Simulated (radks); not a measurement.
Task: Calculated with a radial shooting solver on a logarithmic mesh with Libxc functionals: scalar-relativistic Kohn-Sham, PBE, spin-polarised, spherical densities, point nucleus; open shells are filled with parallel spins first (spin-orbit coupling, left out, can overturn this in heavy ions). Each species is in its NIST ground configuration. Rank Eu2+, Dy2+, Pm2+, Ce2+, Tb2+, Yb2+, Sm2+, Er2+, Gd2+, Tm2+, Pr2+, Nd2+, Ho2+, Lu2+, La2+ by Delta-SCF ionisation energy (eV), largest first.

Result: Yb2+ 26.380, Eu2+ 26.001, Tm2+ 25.797, Sm2+ 25.229, Er2+ 25.152, Ho2+ 24.437, Pm2+ 24.359, Dy2+ 23.644, Nd2+ 23.377, Tb2+ 22.762, Pr2+ 22.260, Lu2+ 21.298, Ce2+ 20.973, Gd2+ 20.360, La2+ 19.124.
